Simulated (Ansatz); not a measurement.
`N[SiH2][SiH2]Cl` + `C[SiH2]O` → `C[SiH2]O[SiH2]N` + `[SiH3]Cl`  (cleavage of the Si–Si bond)

Program: Ansatz. Geometries: PBE0-D4/def2-TZVP. ΔE: electronic, gas phase. CCSD(T)/CBS is the MP2 limit (def2-TZVPP, def2-QZVPP) plus CCSD(T) − MP2 in def2-TZVPP, frozen cores. This one scheme is used for every species. DFT in def2-TZVPP. Each species was taken in one conformer, which may not be the lowest.

```json
{"species": "`N[SiH2][SiH2]Cl`", "PBE0-D4 energy (Eh)": "-1097.21998"}
{"species": "`C[SiH2]O`", "PBE0-D4 energy (Eh)": "-406.29126"}
{"species": "`C[SiH2]O[SiH2]N`", "PBE0-D4 energy (Eh)": "-752.27436"}
{"species": "`[SiH3]Cl`", "PBE0-D4 energy (Eh)": "-751.28149"}
```

(1) Work out ΔE.

Largest T1 diagnostic among the species: 0.011.

Answers

(1) ΔE = (-752.27436) + (-751.28149) − (-1097.21998) − (-406.29126) = -0.04461 Eh = -117.1 kJ/mol. CCSD(T)/CBS gives -134.7 kJ/mol.

In def2-TZVPP, CCSD(T) changes the Hartree–Fock value by +23.9 kJ/mol (the triples alone add +3.2 kJ/mol) and MP2 by +18.1 kJ/mol. From PBE to PBE0 (25 % exact exchange), in def2-TZVPP and without D4, ΔE moves by −8.8 kJ/mol.
